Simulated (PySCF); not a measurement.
Vertical excitations of a molecule C4H4ClF from TDA-PBE/def2-SVPD (PySCF 2.14.0), as energy in eV (oscillator strength): 6.06 (0.027), 6.38 (0.100), 6.52 (0.036), 6.59 (0.002), 6.67 (0.048), 6.76 (0.045), 7.14 (0.013), 7.50 (0.011), 7.67 (0.004), 7.84 (0.005). Lowest triplet (TDA): 4.13 eV. Coordinates come from a TPSSh-D3(BJ)/def2-SVP optimisation. One conformer was computed; it need not be the lowest.

**Question.** Pick the molecule that these values belong to.
A) FC=C=CCCl
B) FC1=C(Cl)CC1
C) C#C[C@@H](F)CCl
D) F[C@H]1C=C(Cl)C1

**Answer.** D, F[C@H]1C=C(Cl)C1
